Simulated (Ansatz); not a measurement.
Molecule: tin monoxide triplet, SnO, charge 0, multiplicity 3. This is an excited triplet: at this geometry the singlet lies 2.07 eV lower at CCSD(T)/CBS(def2-TZVPPD,def2-QZVPPD). 
Structure (B3LYP-D3(BJ)/def2-TZVP (Ansatz, an electronic-structure program) minimum search):
```
Sn
O 1 2.0630
```
Charge 0, spin multiplicity 3.

Basis-set convergence of Hartree-Fock and CCSD(T) correlation energies (hartree) with Ansatz. Correlated levels leave the core frozen unless marked. UHF or UKS for open shells. Spin-orbit coupling is left out. Frozen are the shells of the preceding noble gas and the d and f shells that filled before the atom's block. In def2 rows, elements after Kr have scalar-relativistic effective core potentials.

```tsv
basis	functions	E(HF)	E(corr, CCSD(T))
def2-SVPD	55	-288.10577	-0.22967
def2-TZVPPD	96	-288.20310	-0.27972
def2-QZVPPD	154	-288.20744	-0.29882
```

Extrapolating the two largest sets (X = 3 and 4) as X^-3: E(corr) = (64·(-0.29882) - 27·(-0.27972))/37 = -0.3128 Eh, an estimate of the basis-set limit. The largest set recovers 95.5 % of it, the smallest 73.4 %.
